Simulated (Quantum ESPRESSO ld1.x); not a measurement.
Question: Sb38+, configuration [Ne] 3s2 3p1. All-electron calculation, Dirac Kohn-Sham, LDA (Slater exchange, Perdew-Zunger correlation), spin-unpolarised, spherical densities, point nucleus; open shells are shared between the two j in proportion to 2j + 1. Program: ld1.x of Quantum ESPRESSO 7.5. Some entries of the table are withheld. Estimate them.

orbital      occ.  eigenvalue (eV)  <r^2> (bohr^2)
1s1/2           2         -32581.6        0.001094
2s1/2           2         -6812.05         0.01710
2p1/2           2         -6548.58         0.01261
2p3/2           4         -6288.64         0.01381
3s1/2           2         -2709.41             (1)
3p1/2    0.333333              (2)         0.08881
3p3/2    0.666667              (3)         0.09367

Answer: 
(1) 3s1/2 <r^2> (bohr^2): 0.09708
(2) 3p1/2 eigenvalue (eV): -2616.85
(3) 3p3/2 eigenvalue (eV): -2550.99
